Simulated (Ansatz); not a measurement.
Consider the ligand exchange at a B–C bond: `CC(Cl)BS` + HCl → `SBCl` + `CCCl`.

Isolated molecules relaxed with PBE0-D4/def2-TZVP in Ansatz; ΔE leaves out vibrations. CCSD(T)/CBS is the MP2 limit (def2-TZVPP, def2-QZVPP) plus CCSD(T) − MP2 in def2-TZVPP, frozen cores. This one scheme is used for every species. Each species was taken in one conformer, which may not be the lowest.

`CC(Cl)BS`:

Cartesian coordinates in Å:
```
C 0.169 -0.972 0.804
C 0.285 0.499 0.498
Cl 2.009 0.921 0.113
B -0.419 1.105 -0.776
S -1.108 0.178 -2.120
H 0.767 -1.242 1.676
H 0.507 -1.585 -0.033
H -0.876 -1.220 1.016
H 0.050 1.094 1.382
H -0.506 2.289 -0.890
H -0.878 -1.068 -1.670
```

HCl:

Cartesian coordinates in Å:
```
Cl 0.145 -0.619 0.070
H -0.145 0.619 -0.070
```

`SBCl`:

Cartesian coordinates in Å:
```
S 0.222 -0.777 -1.071
B -0.232 0.117 0.398
Cl -1.557 -0.480 1.363
H 1.228 0.038 -1.428
H 0.338 1.103 0.738
```

`CCCl`:

```xyz
8

C     0.612   -0.418   -0.295
C    -0.578    0.412    0.113
Cl   -0.810    0.396    1.886
H     0.726   -0.387   -1.382
H     0.486   -1.458    0.009
H     1.529   -0.036    0.158
H    -1.504    0.034   -0.319
H    -0.461    1.457   -0.170
```

| level | ΔE (kJ/mol) |
| --- | --- |
| MP2/def2-TZVPP | -83.7 |
| SCS-MP2/def2-TZVPP | -86.2 |

(1) What does CCSD(T)/CBS give? (Estimate.)

Largest T1 diagnostic among the species: 0.013.

Answers

(1) Computed: -82.5 kJ/mol. The listed levels differ from it by -1.2, -3.7 kJ/mol.

The D4 term adds +9.7 kJ/mol with B3LYP and +5.7 kJ/mol with PBE0; it sums over pairs of atoms, weighted by their polarisabilities, and B3LYP, whose exchange is more repulsive, gets the larger term. In def2-TZVPP, CCSD(T) changes the Hartree–Fock value by +20.1 kJ/mol (the triples alone add +2.3 kJ/mol) and MP2 by +17.6 kJ/mol.

B3LYP here is the variant with VWN-RPA as its local correlation; programs differ in this.
